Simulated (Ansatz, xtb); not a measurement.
**Two structures of C3H6BFO**

Structure X is `B[C@@]1(F)CCO1`, a singlet and structure Y is a singlet given by its coordinates. Both are isolated molecules in the gas phase, relaxed with PBE0-D3(BJ)/def2-SVP; the shapes shown needn't be the lowest conformers.

X (Å):

```xyz
12

C     1.1415   -0.5112   -1.1846
C     0.2507   -1.4003   -2.0944
C    -0.5405   -1.6299   -0.8057
B     2.6008   -1.0696   -1.2660
F     1.0325    0.8171   -1.5020
O     0.3524   -0.8046   -0.0585
H     2.8916   -2.0504   -0.6279
H     3.3530   -0.6159   -2.0921
H     0.7196   -2.2882   -2.5452
H    -0.2362   -0.8016   -2.8751
H    -1.5744   -1.2448   -0.8012
H    -0.5447   -2.6681   -0.4353
```

Y (Å):

```xyz
12

C     0.8475    0.3332   -0.2001
C     1.0909   -1.0672   -0.7303
C    -0.0692   -1.5131    0.1544
B     0.8146    0.5756    1.3300
F     0.6316    1.2739   -1.1102
O    -0.4340   -0.1452    0.4973
H     0.4412    1.6579    1.7028
H     1.3583   -0.2099    2.0719
H     0.8640   -1.1373   -1.8030
H     2.0842   -1.4854   -0.5237
H    -0.9152   -1.9946   -0.3540
H     0.2030   -2.0738    1.0592
```

Close contacts (Å): C1–C2 1.52, C1–B4 1.55, C1–F5 1.33, C1–O6 1.54, C2–C3 1.53, C3–O6 1.46, B4–O6 1.66, C2–H9 1.10, C2–H10 1.10, C3–H11 1.10, C3–H12 1.10, B4–H7 1.20, B4–H8 1.21.

Which of the two would you expect CCSD(T)/def2-SVP + ΔMP2/def2-TZVPP electronic energies to favour?

Structure Y; the calculation gives E(Y) − E(X) = −0.293 eV.

Level by level:

| level | geometry | E(Y) − E(X) (eV) | departure from the last row (eV) | job, with rough time for the two |
| --- | --- | --- | --- | --- |
| GFN2-xTB | GFN2-xTB | −0.452 | −0.159 | optimisation, 0.21 s |
| HF/STO-3G | GFN2-xTB | −0.652 | −0.359 | single point, 0.42 s |
| r2SCAN-D4/def2-SVP | GFN2-xTB | −0.271 | +0.022 | single point, 3 s |
| PBE0-D3(BJ)/def2-SVP | PBE0-D3(BJ)/def2-SVP | −0.300 | −0.007 | optimisation, 46 s |
| HF/def2-SVP | PBE0-D3(BJ)/def2-SVP | +0.171 | +0.465 | part of the CCSD(T) run |
| MP2/def2-SVP | PBE0-D3(BJ)/def2-SVP | −0.346 | −0.053 | part of the CCSD(T) run |
| CCSD(T)/def2-SVP | PBE0-D3(BJ)/def2-SVP | −0.290 | +0.003 | single point |
| CCSD(T)/def2-SVP + ΔMP2/def2-TZVPP | PBE0-D3(BJ)/def2-SVP | −0.293 |  | single point, 35 s |

HF/def2-SVP puts the two in the other order. The largest departure from CCSD(T)/def2-SVP + ΔMP2/def2-TZVPP is that of HF/def2-SVP, 0.465 eV. The last row adds to CCSD(T) the change of the MP2 difference between the two basis sets, here −0.003 eV.

With thermal terms from frequencies at re-optimised GFN2-xTB minima (ideal gas, soft modes damped towards free rotors, one conformer each, 298.15 K, 1 atm): the zero-point term adds +0.082 eV; ΔH is −0.241 and ΔG −0.170 eV.

The correlated steps freeze 6 core orbitals. Mirror images aren't counted in ΔG. Run with Ansatz 0.2.0, xtb 6.7.1; the last row on 2 threads of Intel(R) Xeon(R) Platinum 8375C CPU @ 2.90GHz (Ice Lake) on a shared host.
